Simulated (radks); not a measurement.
Fractional charge and spin in the 6s shell of ytterbium: the spin-up occupation runs from 0 to 1 and the spin-down occupation from 0 to 1; the fullest corner is Yb, [Xe] 4f14 6s(up 1, down 1). Calculated with a radial shooting solver on a logarithmic mesh with Libxc functionals: scalar-relativistic Kohn-Sham, BLYP, spin-polarised, spherical densities, point nucleus. Energy (eV) minus the two flat planes that join the four corners (they meet along the diagonal where the two added fractions sum to one electron); zero is where a piecewise linear energy would lie.

\begin{tabular}{lrrrrr}
down \ up & 0 & 0.25 & 0.5 & 0.75 & 1 \\ \hline
0 & 0.000 & -0.560 & -0.742 & -0.554 & 0.000 \\
0.25 & -0.560 & -0.711 & -0.487 & 0.100 & -0.497 \\
0.5 & -0.742 & -0.487 & 0.134 & -0.433 & -0.656 \\
0.75 & -0.554 & 0.100 & -0.433 & -0.625 & -0.486 \\
1 & 0.000 & -0.497 & -0.656 & -0.486 & 0.000 \\
\end{tabular}

Corners above the fullest one (they belong to Yb+ and the next ion): (up 1, down 0) 6.370 eV, (up 0, down 1) 6.370 eV, (up 0, down 0) 18.903 eV. With half an added electron in each spin the energy lies 0.134 eV from the planes, and with half an added electron in spin up alone -0.742 eV. The planes are only a guide here: the flat-plane condition holds for ground states with one frontier orbital, while this shell lies below other occupied shells, so the corners above the fullest one are inner-hole states and not the ground states of those ions.
